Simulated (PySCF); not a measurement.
O2Pb2, SMILES [O]1[Pb]2=[Pb]1[O]2.

Coordinates come from a B3LYP-D3(BJ)/def2-SVP optimisation. The def2 effective core potentials stand for the cores of Pb; spin–orbit coupling is left out.

The numbers are results of PySCF 2.14.0 with B3LYP-D3(BJ)/def2-SVP, not measurements.

Frequencies are harmonic and unscaled.

```
mode  ν (cm⁻¹)  IR (km/mol)  Raman (Å⁴/amu)  depolarisation  moving atoms (share of kinetic energy)
----  --------  -----------  --------------  --------------  --------------------------------------
1          103         15.6             0.0               –                                  O 93 %
2          163          0.0             7.0            0.39                                 Pb 96 %
3          397          0.0             0.6            0.75                                  O 95 %
4          478         75.2             0.0               –                                  O 93 %
5          537          0.0            33.8            0.18                                  O 96 %
6          577        325.6             0.0               –                                  O 93 %
```
